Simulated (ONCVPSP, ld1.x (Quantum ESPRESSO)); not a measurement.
Potentials for aluminium (Al) compared

Generated with ld1.x 7.5 (TM, RRKJ, ultrasoft, PAW), atompaw 4.2 or ONCVPSP 4.0.1. The cutoff is in Ry: for ld1.x and atompaw files where the sum of valence levels is converged to 10 mRy in a Bessel basis, for ONCV files where the hardest occupied wave has 1 mHa per electron of residual kinetic energy. The error is the largest all-electron minus pseudo excitation energy over each file’s own four to seven test configurations (ionisations up to +4, promotions, holes and added fractions of an electron), all of which were solved. The labels leave out finer settings (local radius, basis sizes, second energies), which also bear on the numbers. Spin-polarised tests are not counted. The rows are a selection from randomly drawn settings: files with unsolved tests, undetermined cutoffs or missed reference levels are left out.

```tsv
potential	cutoff (Ry)	largest error (meV)	bound ghosts
TM, BLYP, non-relativistic, rc 2.00/1.75/1.65 (spd), local p, core correction yes, reference 3s2 3p1	12	+6.3	none
RRKJ, PBE, non-relativistic, rc 2.05/2.50 (sp), local s, core correction yes, reference 3s2 3p1	10	-24	none
ultrasoft, LDA (PZ), non-relativistic, rc 2.55/2.20 (sp), local smoothed, core correction yes, reference 3s2 3p1	6	-18	none
ONCV, PW91, scalar-relativistic, rc 2.05/2.95 (sp), local s, core correction yes, reference 3s1.75 3p1.25, qcut 3.5/3.1, projectors 0/2	10	+23	none
```

Q: Fill in the row for Al: TM semilocal, LDA (PZ), scalar-relativistic, rc 2.25/2.00 (sp), local s, core correction yes, reference 3s2 3p1.

A: cutoff 10 Ry, largest error -14 meV, bound ghosts: none.
